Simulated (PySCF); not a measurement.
**Telling isomers of C6H11NSi apart by NMR**

- geometry: GFN2-xTB
- shielding tensors at PBE0/pcSseg-1 (GIAO)
- code: PySCF 2.14.0 with density-fitted response routines
- a single conformation, equivalent nuclei averaged, gas phase, non-relativistic

Scale: 1H, 13C vs TMS (reference shieldings calculated alike). Where no couplings were computed, multiplicities follow the n + 1 count of equivalent neighbours, and m marks all less simple cases (inequivalent or close neighbours, rings, F or P nearby). Shifts are as computed. Against solution values, carbons near 30 ppm lie about +3 ppm off and those near 130 ppm about +5 ppm. Of 1211 compounds with measured shifts, 218 miss one by over three times the rms of a fit or turn the order of signals round; such compounds aren't used in these exercises.

(1) Tabulate the signals of `C#C[C@H](C)N([SiH3])C=C`, `N#C[C@H]1CCCC[SiH2]1`, `C[SiH2]C/C=C\CC#N`, `C=C([SiH3])/C=N/C1CC1` and their relative energies.

(2) What is the quickest way to tell N#C[C@H]1CCCC[SiH2]1 from C=C([SiH3])/C=N/C1CC1?

(3) What is the quickest way to tell C#C[C@H](C)N([SiH3])C=C from N#C[C@H]1CCCC[SiH2]1?

(4) What is the quickest way to tell C[SiH2]C/C=C\CC#N from C=C([SiH3])/C=N/C1CC1?

## Answers

(1) 
```tsv
SMILES	carbon types	δC	δH	E rel. (kcal/mol)
C#C[C@H](C)N([SiH3])C=C	1×C 3×CH 1×CH2 1×CH3	146.0, 90.8, 89.6, 80.1, 51.6, 27.4	7.00 (m, 1H), 4.65 (s, 3H), 4.33 (m, 1H), 4.07 (m, 1H), 4.02 (m, 1H), 1.84 (d, 1H), 1.33 (d, 3H)	61.6
N#C[C@H]1CCCC[SiH2]1	1×C 1×CH 4×CH2	126.5, 31.7, 29.0, 28.3, 10.3, 9.2	4.30 (m, 1H), 4.23 (m, 1H), 2.29 (m, 1H), 2.22 (m, 1H), 2.00 (m, 1H), 1.88 (m, 1H), 1.69 (m, 1H), 1.46 (m, 1H), 1.31 (m, 1H), 1.22 (m, 1H), 0.99 (m, 1H)	0.0
C[SiH2]C/C=C\CC#N	1×C 2×CH 2×CH2 1×CH3	140.2, 123.4, 122.8, 18.6, 16.1, -5.7	6.21 (m, 1H), 5.55 (m, 1H), 4.31 (m, 2H), 2.99 (d, 2H), 1.78 (m, 2H), 0.20 (t, 3H)	20.4
C=C([SiH3])/C=N/C1CC1	1×C 2×CH 3×CH2	167.6, 154.9, 141.4, 43.3, 14.3	8.40 (s, 1H), 6.46 (m, 1H), 6.42 (m, 1H), 4.05 (s, 3H), 2.97 (m, 1H), 1.12 (m, 2H), 1.09 (m, 2H)	46.7
```

Energies are electronic energies at PBE0/pcSseg-1 on these geometries, without zero-point or thermal terms, each for the one conformer computed, which needn't be the lowest.

(2) Count the carbon signals: 6 against 5. The first has an sp3 CH bonded to Si, α to a nitrile at 10.3 ppm, the second a C=N carbon (CH) at 167.6 ppm. Their most deshielded carbons lie at 126.5 and 167.6 ppm. In the proton spectra the most deshielded non-exchanging signals are 4.30 (m, 1H) and 8.40 (s, 1H).

(3) Both give the same number of carbon signals, but DEPT or the intensities differ. The first has an alkene carbon bearing nitrogen (CH) at 146.0 ppm, the second an sp3 CH2 in a ring at 29.0 ppm. Their most deshielded carbons lie at 146.0 and 126.5 ppm. In the proton spectra the most deshielded non-exchanging signals are 7.00 (m, 1H) and 4.30 (m, 1H).

(4) Count the carbon signals: 6 against 5. The first has a methyl carbon bonded to Si (CH3) at -5.7 ppm, the second a terminal =CH2 carbon at 141.4 ppm. Their most deshielded carbons lie at 140.2 and 167.6 ppm. In the proton spectra the most deshielded non-exchanging signals are 6.21 (m, 1H) and 8.40 (s, 1H).
